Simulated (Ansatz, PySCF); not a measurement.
Series SiXY, Y = fluoro, computed as singlets and as triplets. All species are isolated molecules in the gas phase. One relaxed conformer stands for each flexible species; it need not be the lowest. Strings in code marks are SMILES.

Quantity: adiabatic spin-state energy, in kJ/mol. HF references are unrestricted for open shells and restricted for singlets. The restricted reference of `F[Si][SiH3]` is unstable towards unrestricted orbitals.

Level 1: frozen-core CCSD(T)/cc-pVTZ // PBE0-D3(BJ)/def2-TZVP (Ansatz, an electronic-structure program)
Level 2: PBE-D3(BJ)/def2-TZVP // PBE0-D3(BJ)/def2-TZVP (PySCF)
Level 3: PBE/cc-pVTZ // PBE0-D3(BJ)/def2-TZVP (Ansatz)
Level 4: B3LYP/6-311+G** // PBE0-D3(BJ)/def2-TZVP (PySCF)

```
species                                             level 2  level 3  level 4
--------------------------------------------------  -------  -------  -------
`N[Si]F`: multiplicity 3 minus multiplicity 1         246.6    247.9    265.4
`F[Si]S`: multiplicity 3 minus multiplicity 1         201.7    204.4    219.2
`F[Si][SiH3]`: multiplicity 3 minus multiplicity 1     90.0     92.5    106.0
```

What does level 1 give for each?


- `N[Si]F`: multiplicity 3 minus multiplicity 1: 266.7
- `F[Si]S`: multiplicity 3 minus multiplicity 1: 220.1
- `F[Si][SiH3]`: multiplicity 3 minus multiplicity 1: 103.6
